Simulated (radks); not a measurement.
Initial-state core-level shifts of neutral cadmium when its valence configuration changes from [Kr] 4d10 5s2. All-electron calculation, scalar-relativistic Kohn-Sham, PBEsol, spin-polarised, spherical densities, point nucleus; open shells are filled with parallel spins first (spin-orbit coupling, left out, can overturn this in heavy ions). Program: a radial shooting solver on a logarithmic mesh with Libxc functionals. Shifts are changes of the shell-averaged eigenvalues in eV (positive: less bound).

| valence | 2s | 2p | 3s | 4s |
|---|---|---|---|---|
| 4d8 5s2 5p2 | -14.142 | -14.102 | -13.836 | -12.613 |
| 4d9 5s2 5p1 | -7.047 | -7.029 | -6.929 | -6.434 |
| 4d10 5s1 5p1 | -1.647 | -1.648 | -1.675 | -1.725 |
| 4d7 5s2 5p3 | -21.474 | -21.407 | -20.906 | -18.718 |
| 4d5 5s2 5p5 | -37.702 | -37.577 | -36.373 | -31.513 |
| 4d6 5s1 5p5 | -30.837 | -30.737 | -29.939 | -26.500 |
| 4d10 5p2 | -3.264 | -3.265 | -3.316 | -3.403 |
